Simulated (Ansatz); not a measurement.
Ansatz (a quantum-chemistry and plane-wave program) input:

Ansatz 0.2 input:
```yaml
crystal:
  periodic: [false, false, false]
  atoms:
    - {symbol: Mg, position_ang: [-0.00000000, -0.00000000, -0.75643864]}
    - {symbol: O, position_ang: [0.00000000, 0.00000000, 1.13465797]}
basis:
  gaussian:
    orbitals: def2-TZVPD
hamiltonian:
  xc: {name: wB97X-V}
magnetization: {spin_polarized: true, initial_magnetization: 2}
output: {forces: true}
```

Q: What final total energy does it print?

A: -275.18661 Eh (wB97X-V/def2-TZVPD). The basis has 75 functions.

This is an excited triplet: at this geometry the singlet lies 0.07 eV lower at CCSD(T)/CBS(def2-TZVPPD,def2-QZVPPD).
